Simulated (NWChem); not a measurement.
Everything below was run with NWChem. System: SSn, charge 1, spin multiplicity 2, at the geometry of a parent with another charge or spin, in a state set for the comparison that need not be this species' ground state. Its SCF solution wasn't tested for a lower state. Level: PBE0/x2c-SVPall-2c, spin-orbit ZORA.

NWChem printed:

```
             Northwest Computational Chemistry Package (NWChem) 7.3.0
             --------------------------------------------------------

                                NWChem Input Module
                                -------------------

 Scaling coordinates for geometry "geometry" by  1.889725989
 (inverse scale =  0.529177249)

                             Geometry "geometry" -> ""
                             -------------------------

 Output coordinates in angstroms (scale by  1.889725989 to convert to a.u.)

  No.       Tag          Charge          X              Y              Z
 ---- ---------------- ---------- -------------- -------------- --------------
    1 Sn                  50.0000     0.00000000     0.00000000     0.53880000
    2 S                   16.0000     0.00000000     0.00000000    -1.68375000

 Effective nuclear repulsion energy (a.u.)     190.4757144720

            Nuclear Dipole moment (a.u.)
            ----------------------------
        X                 Y               Z
 ---------------- ---------------- ----------------
     0.0000000000     0.0000000000    -0.0000000000


 Summary of "ao basis" -> "" (spherical)
 ------------------------------------------------------------------------------
       Tag                 Description            Shells   Functions and Types
 ---------------- ------------------------------  ------  ---------------------
 *                       x2c-svpall-2c                on all atoms

                                 NWChem DFT Module
                                 -----------------

 Summary of "ao basis" -> "ao basis" (spherical)
 ------------------------------------------------------------------------------
       Tag                 Description            Shells   Functions and Types
 ---------------- ------------------------------  ------  ---------------------
 Sn                      x2c-svpall-2c              18       50   6s8p4d
 S                       x2c-svpall-2c               9       21   4s4p1d

 Summary of "ao basis" -> "ao basis" (spherical)
 ------------------------------------------------------------------------------
       Tag                 Description            Shells   Functions and Types
 ---------------- ------------------------------  ------  ---------------------
 Sn                      x2c-svpall-2c              18       50   6s8p4d
 S                       x2c-svpall-2c               9       21   4s4p1d
[...]
   128     0.020113  -0.157149  2 S  pz                64    -0.018304   0.142818  2 S  px

 Vector   67  Occ=0.000000D+00  E=-3.288028D-01
              MO Center=  6.3D-06, -6.1D-05,  8.7D-02, r^2= 1.8D+00
  Bfn.         Coefficient        Function           Bfn.         Coefficient        Function
  ----     -------------------  ------------         ----     -------------------  ------------
    23     0.385139   0.040100  1 Sn py                22    -0.040080   0.385106  1 Sn px
    20     0.375173   0.039061  1 Sn py                19    -0.039045   0.375144  1 Sn px
    65    -0.276498  -0.028785  2 S  py                64     0.028778  -0.276476  2 S  px
    14    -0.254790  -0.026528  1 Sn py                13     0.026516  -0.254769  1 Sn px
    62    -0.165275  -0.017206  2 S  py                61     0.017202  -0.165262  2 S  px

 Vector   68  Occ=0.000000D+00  E=-3.240836D-01
              MO Center= -5.1D-06,  5.3D-05, -5.0D-03, r^2= 1.6D-02
  Bfn.         Coefficient        Function           Bfn.         Coefficient        Function
  ----     -------------------  ------------         ----     -------------------  ------------
    93     0.394578  -0.000011  1 Sn px                94    -0.000010   0.394547  1 Sn py
    90     0.382352  -0.000009  1 Sn px                91    -0.000008   0.382325  1 Sn py
   135    -0.273249   0.000005  2 S  px               136     0.000004  -0.273227  2 S  py
    84    -0.259375   0.000007  1 Sn px                85     0.000006  -0.259355  1 Sn py
   132    -0.160698   0.000003  2 S  px               133     0.000002  -0.160685  2 S  py

   alpha - beta orbital overlaps
   -----------------------------

   alpha      1      2      3      4      5      6      7      8      9     10
    beta      1      2      3      4      5      5      7      8      9     10
 overlap   1.166  1.508  1.771  1.781  0.976  0.099  1.271  1.271  1.271  1.643

   alpha     11     12     13     14     15     16     17     18     19     20
    beta     11     12     13     14     15      7      8      9     64     65
 overlap   1.643  1.628  1.241  1.241  1.234  0.015  0.015  0.015  0.108  0.108

   alpha     21     22     23     24     25     26     27     28     29     30
    beta     53     64     65      5      7      8      9      7      8      9
 overlap   0.074  0.087  0.087  0.037  0.017  0.017  0.016  0.068  0.068  0.067

   alpha     31     32     33     34     35     36     37     38     39     40
    beta     31     32     33     34     35     36     37     38     39     40
 overlap   1.125  1.125  1.124  1.125  1.125  1.096  1.099  1.095  1.099  1.096

   alpha     41     42     43     44     45     46     47     48     49     50
    beta     36     65     38     64     40     36     37     38     39     40
 overlap   0.031  0.033  0.030  0.033  0.031  0.019  0.019  0.019  0.019  0.019

   alpha     51     52     53     54     55     56     57     58     59     60
    beta     51     52     53     53     55     56     57     64     65      5
 overlap   1.090  1.328  0.592  0.274  0.992  0.992  0.969  0.015  0.015  0.008

   alpha     61     62     63     64     65     66     67     68     69     70
    beta     64     65      5     64     65      5     36     65      5     64
 overlap   0.210  0.210  0.166  0.272  0.272  0.134  0.001  0.019  0.025  0.019

   alpha     71
    beta     40
 overlap   0.001

     --------------------------
     Expectation value of S2:
     --------------------------
      <S2> =      0.7665 (Exact =     0.7500)

     Multipole analysis of the density
     ---------------------------------

     L   x y z        total         alpha         beta         nuclear
     -   - - -        -----         -----         ----         -------
     0   0 0 0      1.000000    -32.820393    -32.179607     66.000000

     1   1 0 0     -0.000016      0.000016     -0.000032      0.000000
     1   0 1 0      0.000134     -0.000137      0.000271      0.000000
     1   0 0 1      0.958745      0.611194      0.347551     -0.000000

     2   2 0 0    -24.468338    -12.523888    -11.944450      0.000000
     2   1 1 0     -0.000060     -0.000057     -0.000003      0.000000
     2   1 0 1      0.000020     -0.000001      0.000021      0.000000
     2   0 2 0    -24.468420    -12.523979    -11.944441      0.000000
     2   0 1 1     -0.000155      0.000006     -0.000161      0.000000
     2   0 0 2    -20.257853   -121.337884   -112.739220    213.819250

 Task  times  cpu:       23.2s     wall:       23.2s

 Total times  cpu:       23.2s     wall:       23.2s
```

Task: Write an NWChem input that would produce this output.

Result: One answer among several that fit: 
```
start mol
memory heap 200 mb stack 900 mb global 1100 mb
charge 1
geometry units angstroms nocenter noautoz noautosym
  Sn     0.000000     0.000000     0.538800
  S      0.000000     0.000000    -1.683750
end
basis spherical
  * library x2c-svpall-2c
end
relativistic
  zora on
end
dft
  xc pbe0
  odft
  mult 2
  semidirect memsize 60000000 filesize 0
  iterations 100
  grid fine
end
task sodft energy
```
